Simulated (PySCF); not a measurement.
Steps of a relaxation of BiI3

BiI3 (singlet). PySCF 2.14.0, RKS r2SCAN, Bi def2-SVP with ECP60, I def2-SVP with ECP28; non-relativistic Hamiltonian with scalar-relativistic core potentials where named; density fitting; no spin-orbit coupling. Origin of the start: template. Columns: position (Å) and force (eV/Å). Energies are counted from the last step; some of the 5 steps are shown. Forces carry noise of the integration grid, about 0.01 to 0.03 eV/Å.

Run from Python with OMP_NUM_THREADS=2. Where DIIS fails, smearing, a level shift and second-order steps follow.
It took 29 s on 2 threads of Arm Neoverse V1 (shared host), from the converged density of the start.

```xyz
4
step 0  E = 0.141 eV
Bi    0.0000    0.0000    0.6204    -0.02    0.00    0.96
I     2.6391    0.0000   -0.3406     0.23    0.00   -0.34
I    -1.3195    2.2855   -0.3406    -0.11    0.19   -0.31
I    -1.3195   -2.2855   -0.3406    -0.11   -0.19   -0.31
```

```xyz
4
step 1  E = 0.027 eV
Bi    0.0000    0.0000    0.7793     0.03    0.00    0.07
I     2.6022    0.0000   -0.3935    -0.21    0.00   -0.04
I    -1.3011    2.2536   -0.3935     0.09   -0.15   -0.01
I    -1.3011   -2.2536   -0.3935     0.09    0.15   -0.01
```

```xyz
4
step 3  E = 0.002 eV
Bi    0.0000    0.0000    0.8729     0.04    0.00   -0.14
I     2.5351    0.0000   -0.4247    -0.14    0.00    0.06
I    -1.2676    2.1955   -0.4247     0.05   -0.09    0.04
I    -1.2676   -2.1955   -0.4247     0.05    0.09    0.04
```

Where does the relaxation end?

It converges at step 4 in C3v:
```xyz
4
step 4  E = 0
Bi    0.0000    0.0000    0.8779
I     2.5168    0.0000   -0.4264
I    -1.2584    2.1797   -0.4264
I    -1.2584   -2.1797   -0.4264
```

How did the contacts change?


```csv
contact,start (Å),end (Å)
Bi1–I2 (I),2.809,2.835
Bi1–I3 (I),2.809,2.835
Bi1–I4 (I),2.809,2.835
```


No frequency check is given that shows the relaxed geometry to be a minimum.
